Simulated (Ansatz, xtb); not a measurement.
## Two structures of CH2InN

Structure X: a singlet given by its coordinates. Structure Y: `[H]/N=[CH]\[In]`, a singlet. Both are isolated molecules in the gas phase, relaxed with PBE-D3(BJ)/def2-SVP.

X (Å):

```xyz
5

C     0.8600    0.6398   -0.3264
In    0.8519   -1.4740   -1.3307
N    -0.3009    0.1870    0.0211
H    -0.9258    0.7795    0.6068
H     1.1922    1.6610   -0.0004
```

Close contacts (Å): C1–In2 2.34, C1–N3 1.29, In2–N3 2.43, C1–H5 1.12, N3–H4 1.04.

Y (Å):

```xyz
5

C     0.3908    0.5349   -0.4475
In    0.8854   -1.6350    0.1520
N     1.2835    1.2284    0.1738
H    -0.3228    1.1368   -1.0595
H     1.9468    0.6320    0.7465
```

Quicker runs give these differences E(Y) − E(X): GFN2-xTB +13.6 kcal/mol; HF/STO-3G +19.9 kcal/mol (at GFN2-xTB geometries); r2SCAN-D4/def2-SVP +7.4 kcal/mol (at GFN2-xTB geometries).

Estimate E(Y) − E(X) at the level CCSD(T)/def2-TZVPP.

Calculated at CCSD(T)/def2-TZVPP: E(Y) − E(X) = +5.2 kcal/mol, so structure X lies lower.

The same difference at several levels:

```csv
level,geometry,E(Y) − E(X) (kcal/mol),departure from the last row (kcal/mol),"job, with rough time for the two"
GFN2-xTB,GFN2-xTB,+13.6,+8.4,"optimisation, 0.45 s"
HF/STO-3G,GFN2-xTB,+19.9,+14.7,"single point, 2.4 s"
r2SCAN-D4/def2-SVP,GFN2-xTB,+7.4,+2.2,"single point, 5.1 s"
PBE-D3(BJ)/def2-SVP,PBE-D3(BJ)/def2-SVP,+5.6,+0.3,"optimisation, 43 s"
HF/def2-TZVPP,PBE-D3(BJ)/def2-SVP,+7.0,+1.8,part of the CCSD(T) run
MP2/def2-TZVPP,PBE-D3(BJ)/def2-SVP,+5.6,+0.4,part of the CCSD(T) run
CCSD(T)/def2-TZVPP,PBE-D3(BJ)/def2-SVP,+5.2,,"single point, 1.7 min"
```

None of the levels shown reverses the order. The largest departure from CCSD(T)/def2-TZVPP is that of HF/STO-3G, 14.7 kcal/mol.

With harmonic frequencies from PBE-D3(BJ)/def2-SVP (ideal gas, rigid rotor, one conformer each, 298.15 K, 1 atm): the zero-point term adds 0.0 kcal/mol; ΔH is +5.2 and ΔG +5.0 kcal/mol.

The correlated steps freeze 6 core orbitals; the filled d shell of In is correlated, in a basis made for valence electrons. Atoms past krypton carry core potentials in the def2 sets, other sets are all-electron and non-relativistic, and no spin–orbit term is included. Codes used: Ansatz 0.2.0, xtb 6.7.1; the last row on 1 thread of Intel(R) Xeon(R) Processor @ 2.50GHz (Skylake/Cascade Lake) on a shared host.
